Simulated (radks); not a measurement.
Results of a calculation; reference values are marked as such.
Q: All-electron atom: Sr in [Kr] 5s1 5p1 (not the ground configuration). Level of theory: scalar-relativistic Kohn-Sham, PBE, spin-polarised, spherical densities, finite nucleus; open shells are filled with parallel spins first (spin-orbit coupling, left out, can overturn this in heavy ions); Fermi nuclear charge, rms radius 4.224 fm (a radial shooting solver on a logarithmic mesh with Libxc functionals). Some entries of the table are withheld. Estimate them.

orbital  occ.  eigenvalue (hartree)  <1/r> (bohr^-1)
1s up       1             -585.7181            38.99
1s down     1             -585.7174            38.99
2s up       1             -79.34687            8.703
2s down     1             -79.34644            8.703
2p up       3             -70.50880            8.497
2p down     3             -70.50828            8.497
3s up       1             -12.30843            2.917
3s down     1             -12.30760            2.917
3p up       3              -9.45600            2.762
3p down     3              -9.45509            2.762
3d up       5              -4.74703            2.507
3d down     5              -4.74601            2.507
4s up       1              -1.54645              (1)
4s down     1              -1.54214              (2)
4p up       3              -0.88169              (3)
4p down     3              -0.87613              (4)
5s up       1              -0.16572           0.2989
5p up       1              -0.07701           0.2290

A: 
(1) 4s up <1/r> (bohr^-1): 0.9899
(2) 4s down <1/r> (bohr^-1): 0.9906
(3) 4p up <1/r> (bohr^-1): 0.8481
(4) 4p down <1/r> (bohr^-1): 0.8503
